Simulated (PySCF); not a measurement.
Gas-phase reaction: 3 I₂ + 2 BF → 2 BI₃ + F₂

Method: PySCF energies (xtb for GFN2) plus ideal-gas RRHO corrections (1 bar). † marks an energy on the PBE0/def2-TZVP geometry and frequencies; other levels use their own. MP2 freezes the core. All species are closed-shell singlets. I: scalar-relativistic def2 core potential, no spin-orbit coupling. MP2 isn't extrapolated to the basis-set limit; its ΔH°(298 K) is -39.5 kJ in def2-SVP and -50.0 kJ in def2-TZVPP. The harmonic model lacks anharmonicity and excited electronic states, which grow with temperature; levels with a mode under 35 cm⁻¹ are left out. Soft modes under 120 cm⁻¹ make the harmonic entropy rough for BI₃.

| level | ΔE electronic, kJ | ΔH°(298 K), kJ | ΔS°(298 K), J/K | ΔG°(1800 K), kJ |
|---|---|---|---|---|
| GFN2-xTB | -178 | -176 | -277 | 296 |
| M06-2X/def2-TZVP† | 75 | 81 | -280 | 563 |
| MP2/def2-TZVPP† | -56 | -50 | -280 | 432 |
| r2SCAN/def2-TZVP† | -21 | -15 | -280 | 467 |
| LDA/def2-TZVP† | -93 | -86 | -280 | 396 |
| ωB97M-V/def2-TZVP† | 60 | 67 | -280 | 549 |
| ωB97X-V/def2-TZVP† | 31 | 37 | -280 | 519 |
ΔH° is lowest at GFN2-xTB and highest at M06-2X/def2-TZVP†. No reference value is set beside these.
